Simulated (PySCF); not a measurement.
Fe(NH2)2: what the settings change

The complex Fe(NH2)2 (charge 0) contains Fe(II), shell d6. The structure is a PBE0-D3(BJ)/def2-TZVP geometry optimised for multiplicity 5; coordination linear, point group D2h, metal–donor distances 1.86 Å.

```
7

Fe    0.000    0.000    0.000
N     0.000    0.000    1.856
H    -0.818   -0.004    2.445
H     0.818    0.004    2.445
N     0.000    0.000   -1.856
H    -0.818   -0.004   -2.445
H     0.818    0.004   -2.445
```

Method (PySCF 2.14, density fitting): CASSCF(6,5) with orbitals averaged over all microstates of the shell, strongly contracted NEVPT2 on the averaged canonical orbitals; basis x2c-TZVPall on the metal, x2c-SVPall elsewhere; spin-free X2C; gas phase; spin-orbit coupling by state interaction with the mean-field operator over all roots.

Base run: NEVPT2 ground state 5Ag, next 5B1g at 186, then 5B2g at 3171 cm⁻¹, B(CASSCF) 1054, ζ 388 cm⁻¹, μeff(300 K) 6.19 μB.

(1) What happens with the basis x2c-TZVPall on all atoms?

(2) What happens with orbitals averaged over the highest spin alone?

5B1g (186 cm⁻¹) lies within 300 cm⁻¹ of 5Ag at NEVPT2 level, inside the method's error: their order is undecided, and g values and low-temperature moments can hang on it.

## Answers

(1) NEVPT2 ground state 5Ag, next 5B1g at 180, then 5B2g at 3274 cm⁻¹, B(CASSCF) 1055, ζ 388 cm⁻¹, μeff(300 K) 6.20 μB. It took 5.5 s against 6.2 s on a shared host of the same kind.

(2) NEVPT2 ground state 5Ag, next 5B1g at 176, then 5B2g at 3170 cm⁻¹, B(CASSCF) 1081, ζ 396 cm⁻¹, μeff(300 K) 6.20 μB.
